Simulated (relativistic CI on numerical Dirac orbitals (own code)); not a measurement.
**The spin-orbit constant of Ti2+ from its measured fine structure**

Problem. The ground term ³F of Ti2+ (3p⁶3d²) has the measured levels J = 2: 0.0, J = 3: 184.9, J = 4: 420.4 cm⁻¹ (Corliss and Sugar, J. Phys. Chem. Ref. Data 8, 1 (1979)). Test the interval rule and estimate ζ(3d).

Working.
1. In LS coupling E(J) − E(J − 1) = AJ. The intervals give A = 61.6 (J = 3), 58.9 (J = 4) cm⁻¹.
2. These values spread by 5 % of their mean, so the rule holds well.
3. The whole width divided by the sum of the upper J values gives a mean A = 60.1 cm⁻¹.
4. For the Hund term of a shell that is less than half full, A = +ζ/2S with 2S = 2, so ζ = 120 cm⁻¹.

Check. The value calculated from Dirac-Coulomb-Breit radial functions of this configuration is ζ = 105 cm⁻¹, 13 % below the estimate from measurement. The same recipe applied to the calculated levels returns 104 cm⁻¹, which shows the bias of the recipe itself.
